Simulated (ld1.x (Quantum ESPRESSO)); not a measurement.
**Logarithmic derivatives: carbon, PAW**

```json
{"Element": "carbon (C)", "Generator": "ld1.x (Quantum ESPRESSO) 7.5", "Type": "PAW", "Functional": "PBE", "Relativity": "scalar-relativistic", "Frozen core": "[He]", "Valence charge": "4", "Reference configuration": "2s2 2p1 (charge +1)", "Partial waves": "2s (bound): rcut 1.05, rcutus 1.35 bohr; 2s channel at -1.5 Ry: rcut 1.05, rcutus 1.35 bohr; 2p (bound): rcut 2.20, rcutus 2.35 bohr; 2p channel at 0.15 Ry: rcut 2.20, rcutus 2.35 bohr; 3d channel at 0.1 Ry: rc 2.25 bohr", "Local potential": "the d channel", "Core correction": "Bessel-smoothed model core inside 1.00 bohr", "Augmentation charge": "BESSEL, radius 1.15 bohr"}
```

The phase is arctan(r·u′/u) with u = r·R(r), unwrapped; energies in Ry, scanned from -4 to 5 Ry. A pole is an energy at which the radial function vanishes at the test radius. The pseudo phase is shifted by a multiple of π to meet the all-electron one at the reference energy, and phase errors are pseudo minus all-electron; the curves can meet again beyond the range given. Levels narrower than the energy grid can be missing from the lists of poles.

```csv
channel,radius (bohr),reference energy (Ry),"poles, all-electron","poles, pseudo",unbroken range about the reference energy with phases within 0.05 rad,phase error 1 Ry above the reference energy (rad)
s,2.56,-1.89,"-1.59, 4.25","-1.59, 4.36",the whole range,-0.000
p,2.56,-1.25,"-0.93, 3.95","-0.93, 3.19",below 1.0,-0.000
d,2.56,0.10,2.37,2.39,below 4.4,+0.002
```

Phases in the p channel:

```tsv
E (Ry)	all-electron	pseudo
-4.00	1.346	1.343
-3.76	1.335	1.333
-3.52	1.324	1.321
-3.28	1.310	1.307
-3.04	1.293	1.290
-2.80	1.271	1.268
-2.56	1.243	1.240
-2.32	1.203	1.200
-2.08	1.141	1.138
-1.84	1.023	1.020
-1.60	0.705	0.700
-1.36	-0.533	-0.534
-1.12	-1.375	-1.375
-0.88	-1.599	-1.599
-0.64	-1.706	-1.707
-0.40	-1.781	-1.782
-0.16	-1.849	-1.849
0.08	-1.923	-1.923
0.32	-2.016	-2.016
0.56	-2.149	-2.152
0.80	-2.364	-2.377
1.04	-2.739	-2.790
1.28	-3.306	-3.418
1.52	-3.826	-3.944
1.76	-4.139	-4.238
2.00	-4.319	-4.403
2.24	-4.429	-4.506
2.48	-4.505	-4.578
2.72	-4.559	-4.632
2.96	-4.601	-4.676
3.20	-4.635	-4.714
3.44	-4.663	-4.749
3.68	-4.688	-4.782
3.92	-4.710	-4.816
4.16	-4.730	-4.853
4.40	-4.750	-4.895
4.64	-4.769	-4.945
4.88	-4.789	-5.009
```
